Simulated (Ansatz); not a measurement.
The first iterations of a band of AlH₆OPSi (10 atoms, charge 0, multiplicity 1).

The calculation used RKS B3LYP/6-31G* (Ansatz).

| Quantity | Value |
| --- | --- |
| movable images | 4 |
| climbing image | no |
| spring | 5.0 eV/Å² |
| optimiser | quadratic models (default) |
| start path | through a guess of the saddle point |
| force threshold | 0.03 eV/Å |
| iteration limit | 60 |
| end points | relaxed |

Initial state:

```xyz
10
Properties=species:S:1:pos:R:3
O -1.275 1.584 -0.115
P -0.728 0.201 0.738
Al 1.475 0.771 1.232
Si -0.425 -1.282 -0.955
H -2.202 1.732 0.128
H 1.922 2.293 1.282
H 2.437 -0.420 1.661
H -1.749 -1.622 -1.540
H 0.446 -0.802 -2.066
H 0.182 -2.506 -0.363
```

Final state:

```xyz
10
Properties=species:S:1:pos:R:3
O -1.659 1.388 0.232
P -0.774 0.069 0.836
Al 1.398 0.767 1.307
Si -0.510 -1.290 -0.960
H -1.167 1.900 -0.428
H 1.738 2.321 1.331
H 2.432 -0.352 1.758
H -1.830 -1.852 -1.351
H 0.051 -0.606 -2.163
H 0.403 -2.396 -0.559
```

| iteration | highest image above the first end (eV) | largest band force component (eV/Å) |
| --- | --- | --- |
| 1 | 3.800 | 32.982 |
| 2 | 0.333 | 1.737 |
| 3 | 0.278 | 1.076 |
| 4 | 0.207 | 0.488 |

Does the band converge within its limit, and where does its top end?

The run converged. It ended after 14 iterations with the highest image 0.113 eV above the first end. No image climbed, so the highest image needn't sit at the top of the path.

Time of the run: 96 s on 1 thread of AMD EPYC 9R45 96-Core Processor (Zen 5) (shared host), peak memory 0.19 GiB.
